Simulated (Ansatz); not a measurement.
C$_{2}$H$_{5}$Zn (SMILES C[CH2][Zn]), doublet (typed; the unrestricted solution is spin-contaminated), at a GFN2-xTB geometry (such geometries of metal compounds can be far from the true shape) (the spin is typed, not shown lowest). Base run: CAM-B3LYP/STO-3G (Ansatz, a first-principles code).

Input for Ansatz:
Ansatz 0.2 input:
```yaml
crystal:
  periodic: [false, false, false]
  atoms:
    - {symbol: Zn, position_ang: [0.44032735, 0.70016093, 0.50050119]}
    - {symbol: C, position_ang: [-0.02634732, -1.21256902, -0.53898933]}
    - {symbol: C, position_ang: [-1.41647195, -1.15377456, -1.13236481]}
    - {symbol: H, position_ang: [0.05574648, -2.01250868, 0.19634804]}
    - {symbol: H, position_ang: [0.72754669, -1.35642125, -1.31249709]}
    - {symbol: H, position_ang: [-1.50226420, -0.34818435, -1.86207090]}
    - {symbol: H, position_ang: [-2.17096995, -1.00124970, -0.36017584]}
    - {symbol: H, position_ang: [-1.66296377, -2.08840244, -1.64851511]}
basis:
  gaussian:
    orbitals: STO-3G
hamiltonian:
  xc: cam_b3lyp
magnetization: {spin_polarized: true, initial_magnetization: 1}
```

The base run was repeated with changes; each row names its change, and settings that it needs were set with it.

| change | ΔE vs base (µEh) |
|---|---|
| base | 0.0 |
| final_grid = 4, 8, 17 | 85.8 |
| point_charge = charge:1.0 position_ang:-0.3925, -5.5255, -3.876 | -2487 |
| accuracy = high | -0.3 |
| lower_state_search = full | 0.0 |
| forces = on | 0.0 |
| final_grid = 10, 20, 41 | 0.3 |
| nuclear_model = gaussian | 4174 |
| fitting.mean_field = def2-universal-JKFIT | -1709 |
| lower_state_search = off | 0.0 |
| lower_state_search = light | 0.0 |

Ansatz warned in this series: the state or the total is in doubt.
